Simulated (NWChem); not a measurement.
# InHOBrCl; SMILES [OH][In]([Cl])[Br]

```xyz
5

In     0.2987    -0.4299     0.0000
Cl    -1.2951    -2.1386     0.0000
Br    -0.4050     1.9182     0.0000
O      2.2250    -0.8909     0.0000
H      2.3569    -1.8477     0.0000
```
Atoms are numbered in this order, from 1.

Program: NWChem. STO-3G and 3-21G are far too small for this property and stand as cheap habits. All runs use the structure optimised with PBE0/def2-SVP. def2 effective core potentials on In; no spin-orbit coupling. Field at 589 nm.

**Question.** Order these by “isotropic polarisability (bohr³)”, lowest first: B3LYP/def2-SVPD (core potentials); B3LYP/STO-3G (all-electron, non-relativistic); B3LYP/def2-SVP (core potentials).

**Answer.** B3LYP/STO-3G (all-electron, non-relativistic) (32.8), B3LYP/def2-SVP (core potentials) (61.0), B3LYP/def2-SVPD (core potentials) (81.2)
